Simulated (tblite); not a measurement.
Compound: C5H8O2SSi.
Numbering: `[CH3:1][S:2][Si@H:3]([OH:4])[C:5]#[C:6][C:7]([CH3:8])=[O:9]` (hydrogens: H10, H11, H12 on C1; H13 on Si3; H14 on O4; H15, H16, H17 on C8)

Computed with GFN2-xTB (tblite), gas phase: L-BFGS steps from a force-field or distance-geometry start until the largest atomic force falls under 0.01 eV/Å.

Step 14: E = -758.6490 eV
```
atom  x, y, z in Å  |  force x, y, z in eV/Å
C1     -2.3354   -1.3027    1.8265    0.025   0.002   0.063
S2     -2.7810   -1.1724    0.0734    0.038   0.043   0.021
Si3    -1.8727    0.7065   -0.4695   -0.026  -0.068  -0.049
O4     -2.2738    0.9589   -2.0150    0.000   0.017  -0.039
C5     -0.0315    0.5676   -0.2791   -0.041  -0.036   0.001
C6      1.1610    0.4226   -0.1401    0.064  -0.019   0.017
C7      2.5707    0.2611    0.1208   -0.076   0.020  -0.098
C8      3.4365    0.3425   -1.1109   -0.032  -0.001   0.040
O9      2.9889    0.0813    1.2377    0.078  -0.022   0.098
H10    -2.7260   -0.4514    2.3739   -0.021   0.040  -0.021
H11    -2.7852   -2.2153    2.2028   -0.006  -0.028  -0.019
H12    -1.2568   -1.3523    1.9285    0.047   0.004  -0.025
H13    -2.3807    1.8115    0.3201   -0.027   0.016   0.037
H14    -2.6377    0.2603   -2.5538    0.003   0.028  -0.017
H15     3.1394   -0.4297   -1.8196   -0.002   0.036   0.015
H16     4.4805    0.2110   -0.8350   -0.021   0.005  -0.019
H17     3.2968    1.3126   -1.5868   -0.001  -0.037  -0.004
```

Step 15: E = -758.6500 eV
```
atom  x, y, z in Å  |  force x, y, z in eV/Å
C1     -2.3336   -1.3037    1.8282    0.031   0.011   0.057
S2     -2.7784   -1.1749    0.0744    0.013   0.011   0.015
Si3    -1.8734    0.7028   -0.4723   -0.022  -0.036  -0.040
O4     -2.2697    0.9621   -2.0177   -0.001   0.017  -0.026
C5     -0.0336    0.5637   -0.2777   -0.003  -0.036  -0.005
C6      1.1596    0.4228   -0.1408    0.053  -0.031   0.050
C7      2.5686    0.2605    0.1230   -0.028   0.021  -0.071
C8      3.4335    0.3422   -1.1088   -0.017   0.001   0.014
O9      2.9894    0.0810    1.2395    0.033  -0.016   0.061
H10    -2.7256   -0.4510    2.3719   -0.019   0.044  -0.008
H11    -2.7812   -2.2157    2.2094   -0.009  -0.022  -0.041
H12    -1.2549   -1.3513    1.9292    0.050   0.007  -0.019
H13    -2.3774    1.8103    0.3163   -0.034   0.015   0.042
H14    -2.6385    0.2693   -2.5598   -0.004   0.011  -0.029
H15     3.1363   -0.4292   -1.8177   -0.012   0.022   0.005
H16     4.4790    0.2113   -0.8386   -0.024   0.004   0.003
H17     3.2928    1.3118   -1.5846   -0.006  -0.023  -0.009
```

**Question.** Estimate the geometry and energy of step 16. (The exact step hangs on the optimiser's Hessian estimate; all steps are aligned on step 15, rigid shifts and turns removed.)

**Answer.** E = -758.6507 eV, largest force 0.072 eV/Å
```
atom  x, y, z in Å  |  force x, y, z in eV/Å
C1     -2.3319   -1.3042    1.8303    0.030   0.018   0.033
S2     -2.7765   -1.1761    0.0756   -0.005  -0.018   0.014
Si3    -1.8742    0.7000   -0.4745   -0.007   0.007  -0.014
O4     -2.2671    0.9644   -2.0197   -0.008   0.005  -0.027
C5     -0.0348    0.5606   -0.2769    0.021  -0.034  -0.009
C6      1.1591    0.4224   -0.1405    0.015  -0.033   0.062
C7      2.5672    0.2603    0.1242    0.020   0.010  -0.009
C8      3.4314    0.3420   -1.1073   -0.004   0.003  -0.010
O9      2.9902    0.0807    1.2408   -0.005  -0.006   0.009
H10    -2.7257   -0.4499    2.3705   -0.009   0.035   0.002
H11    -2.7789   -2.2164    2.2124   -0.004  -0.008  -0.047
H12    -1.2528   -1.3506    1.9292    0.040   0.009  -0.008
H13    -2.3760    1.8097    0.3147   -0.031  -0.002   0.031
H14    -2.6390    0.2750   -2.5640   -0.003   0.011  -0.029
H15     3.1341   -0.4284   -1.8165   -0.021   0.005  -0.004
H16     4.4776    0.2116   -0.8407   -0.020   0.002   0.019
H17     3.2903    1.3108   -1.5835   -0.011  -0.003  -0.013
```

The energy changes by -0.0007 eV. The first-order estimate −F·Δx gives -0.0009 eV and the mean of the old and new forces, exact on a quadratic surface, -0.0007 eV. The step makes an angle of 69° with the force vector and moves no atom by more than 0.007 Å.

What follows is the cost of the whole relaxation. Time: 1.3 s of wall time. Hardware: an Intel Xeon at 2.70 GHz with one thread, no GPU, shared host with 64 logical CPUs at a one-minute load of 61.
